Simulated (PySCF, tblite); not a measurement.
Isomers of C5H11F2NSi. Method: GFN2-xTB as coded in tblite; computed harmonic values from a numerical Hessian at the method's own geometry, unscaled. Against measured fundamentals such values can be off by several per cent, at times by over 20. Modes of hydrogen on silicon can be 10 to 20 % off. One conformer each.

Electronic energies: PBE0/pcSseg-1 single points on the GFN2-xTB geometries (PySCF, gas phase).

| SMILES | electronic energy, lowest = 0 (kJ/mol) |
| --- | --- |
| C/C(=C\CN[SiH3])C(F)F | 0.0 |
| FC(F)/C=C/CNC[SiH3] | 90.3 |
| C=CN([SiH3])[C@@H](C)C(F)F | 9.3 |

**Question.** How do GFN2-xTB zero-point energies change the relative energies?

**Answer.** 
| SMILES | ZPE (kJ/mol) | of it from modes above 1550 cm⁻¹ | electronic (kJ/mol) | with ZPE, lowest = 0 (kJ/mol) | lowest mode (cm⁻¹) | rings |
| --- | --- | --- | --- | --- | --- | --- |
| C/C(=C\CN[SiH3])C(F)F | 389.5 | 196.1 | 0.0 | 0.0 | 17 | 0 |
| C=CN([SiH3])[C@@H](C)C(F)F | 391.5 | 196.4 | 9.3 | 11.3 | 39 | 0 |
| FC(F)/C=C/CNC[SiH3] | 390.1 | 194.5 | 90.3 | 90.9 | 26 | 0 |

The zero-point energies span 2.0 kJ/mol, from `C/C(=C\CN[SiH3])C(F)F` to `C=CN([SiH3])[C@@H](C)C(F)F`. The order is unchanged.

**Question.** And how do the electronic energies of GFN2-xTB itself compare?

**Answer.** `C/C(=C\CN[SiH3])C(F)F` 28.4; `C=CN([SiH3])[C@@H](C)C(F)F` 0.0; `FC(F)/C=C/CNC[SiH3]` 146.2 kJ/mol, lowest = 0. Against the energies above, taken from the same isomer `C/C(=C\CN[SiH3])C(F)F`, the largest difference is 37.7 kJ/mol.
